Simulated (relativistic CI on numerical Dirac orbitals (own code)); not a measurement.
**Hyperfine structure of Tb25+, mass number 159**

Calculated at this level of theory: Dirac-Coulomb-Breit CI, orbitals from a KLI potential per configuration, QED by a radiative potential, unscaled Slater integrals (own radial code, finite nucleus).

Configuration list (outside the closed core [Ar] 3d10): 4s2 4p6 4d4, 4s2 4p5 4d5, 4s2 4p6 4d3 4f, 4s 4p6 4d5, 4s 4p6 4d4 4f, 4s2 4p6 4d3 5s, 4s2 4p6 4d3 5d, 4s2 4p6 4d3 6s, 4p6 4d6, 4p5 4d7, 4s2 4p6 4d2 5s2, 4s2 4p6 4d 4f 5s2, 4s 4p6 4d2 4f 5s2, 4s2 4p6 4d 5s2 5d, 4p6 4d5 5s, 4p5 4d6 5s. Double excitations out of closed p, d and f shells are left out; levels of such configurations are missing from the list, as are those of other unlisted configurations, and high levels can miss mixing partners.

Nuclear spin I = 3/2, μ = 2.009 μN, Q = 1.432 b (tables of Stone and Pyykkö). The electronic factors are computed for point nuclear moments, without core polarisation or the Bohr-Weisskopf and QED corrections.

```json
{"Level": "4s2 4p6 4d4 5D_1", "E (cm⁻¹)": "44463.1", "A (MHz)": "-431.4", "B (MHz)": "4550"}
{"Level": "4s2 4p6 4d4 5D_2", "E (cm⁻¹)": "69906.1", "A (MHz)": "5209", "B (MHz)": "6010"}
{"Level": "4s2 4p6 4d4 5D_3", "E (cm⁻¹)": "82234.6", "A (MHz)": "8432", "B (MHz)": "1840"}
{"Level": "4s2 4p6 4d4 3G_3", "E (cm⁻¹)": "131130.0", "A (MHz)": "9715", "B (MHz)": "2600"}
{"Level": "4s2 4p6 4d4 3H_5", "E (cm⁻¹)": "142813.5", "A (MHz)": "10600", "B (MHz)": "10400"}
{"Level": "4s2 4p6 4d4 3P_1", "E (cm⁻¹)": "146985.5", "A (MHz)": "10450", "B (MHz)": "111"}
{"Level": "4s2 4p6 4d4 3H_6", "E (cm⁻¹)": "151920.2", "A (MHz)": "11090", "B (MHz)": "11900"}
{"Level": "4s2 4p6 4d4 3G_4", "E (cm⁻¹)": "161640.1", "A (MHz)": "12090", "B (MHz)": "-4790"}
```

Levels with J = 0, under 50 % of one LS term, or S terms without an open s electron are left out. Small factors come from cancelling terms and can be off by tens of per cent or more.

At this charge energies of transitions that change n are usually good to better than 1 %, and those within a shell (Δn = 0) to a few per cent. Terms inside the open d or f shell come out 10 to 20 % too wide with unscaled integrals.

(1) Give the hyperfine levels of 4s2 4p6 4d4 5D_2 relative to its centre of gravity.

Answers

(1) With K = F(F + 1) − I(I + 1) − J(J + 1), E = AK/2 + B[¾K(K + 1) − I(I + 1)J(J + 1)]/[2I(2I − 1)J(2J − 1)]: F = 1/2: -18180, F = 3/2: -15630, F = 5/2: -6363, F = 7/2: 17130 MHz.

LS names give the leading component of a level, which can be under half, so a name can repeat, a term be missing and a line seem to break the LS rules.
